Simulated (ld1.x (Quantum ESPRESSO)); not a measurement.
**Which change was made? (Te, TM)**

tellurium, norm-conserving Troullier–Martins (Kleinman–Bylander form), made with ld1.x (Quantum ESPRESSO) 7.5 (PBE, non-relativistic). Core [Kr], reference 4d10 5s2 5p2 (charge +2). Waves: 5s (bound): rc 1.55 bohr; 5p (bound): rc 2.15 bohr; 4d (bound): rc 1.20 bohr. Local part: the d channel. Core correction: none.

Cutoffs, loose and tight: the cutoffs (Ry, on a coarse ladder) from which the occupation-weighted sum of valence levels, in a spherical-Bessel basis at the reference potential, stays within 10 and 1 mRy of its value at 400 Ry. They do not see the model core or the augmentation charge, which bear on the density cutoff. Test errors are all-electron minus pseudo excitation energies from the reference, over the configurations 4d10 5s2 5p4; 4d10 5s2 5p3; 4d10 5s2 5p1; 4d10 5s2 5p3.5; 4d10 5s1 5p5; 4d9 5s2 5p5; 4d10 5s0 5p6; variants that change the core or the reference have their own tests.

The base gives: outcome: generated; cutoff, loose: 110 Ry; cutoff, tight: 180 Ry; bound ghosts: s, p; largest test error (meV): -478.

Problem. After one change the result is: outcome: generated; cutoff, loose: 90 Ry; cutoff, tight: 140 Ry; bound ghosts: s, p; largest test error (meV): -293. Which change was it?
A. all radii scaled by about 0.85 (s 1.32, p 1.84, d 1.02 bohr)
B. all radii scaled by about 1.40 (s 2.18, p 3.02, d 1.68 bohr)
C. all radii scaled by about 0.76 (s 1.18, p 1.62, d 0.90 bohr)

Solution. B. The others give: all radii scaled by about 0.85 (s 1.32, p 1.84, d 1.02 bohr) → outcome: generated; cutoff, loose: 140 Ry; cutoff, tight: 230 Ry; bound ghosts: s, p; largest test error (meV): -457 | all radii scaled by about 0.76 (s 1.18, p 1.62, d 0.90 bohr) → outcome: generated; cutoff, loose: 180 Ry; cutoff, tight: over 300 Ry; bound ghosts: s, p; largest test error (meV): +489.
